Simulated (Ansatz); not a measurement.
Geometry optimisation, Ansatz, RKS PBE0/def2-SVP.

The input (input.yaml):

```yaml
crystal:
  periodic: [false, false, false]
  atoms:
    - { symbol: "N", position_ang: [-0.67962, 0.20589, -1.1235] }
    - { symbol: In, position_ang: [0.18612, 0.56018, 0.70484] }
    - { symbol: S, position_ang: [1.54116, -1.32165, 1.33167] }
    - { symbol: H, position_ang: [-1.20593, -0.66413, -1.1241] }
    - { symbol: H, position_ang: [-1.31963, 0.92689, -1.43878] }
    - { symbol: H, position_ang: [0.08751, 2.05588, 1.56159] }
    - { symbol: H, position_ang: [1.39041, -1.76306, 0.08829] }
basis:
  gaussian: { orbitals: def2-SVP }
hamiltonian:
  xc: pbe0
relax:
  f_tol: 0.015
  max_steps: 40
```

Run as:

```bash
$ ansatz run input.yaml --threads 1 --pin off --max-ram 2048MiB --backend cpu --events-out ev --progress --plain --runs-dir out
```

Q: Where does it end, and by what steps?

A: It converged. After 7 steps the energy has fallen by 0.090 eV; H4 moved furthest, 0.45 Å.

| step | energy less start (eV) | largest force component (eV/Å) | accepted |
| --- | --- | --- | --- |
| 0 | 0.0000 | 0.608 | yes |
| 1 | -0.0250 | 0.574 | yes |
| 2 | -0.0453 | 1.156 | yes |
| 3 | -0.0712 | 0.599 | yes |
| 4 | -0.0454 | 0.732 | no |
| 5 | -0.0862 | 0.173 | yes |
| 6 | -0.0897 | 0.027 | yes |
| 7 | -0.0898 | 0.009 | yes |

```xyz
7
Properties=species:S:1:pos:R:3
N -0.794 0.305 -1.062
In 0.203 0.602 0.668
S 1.638 -1.224 1.320
H -0.903 -0.624 -1.455
H -1.582 0.889 -1.318
H 0.158 2.054 1.571
H 1.279 -2.003 0.276
```

Run time: 33 s on 1 CPU thread of a shared host.
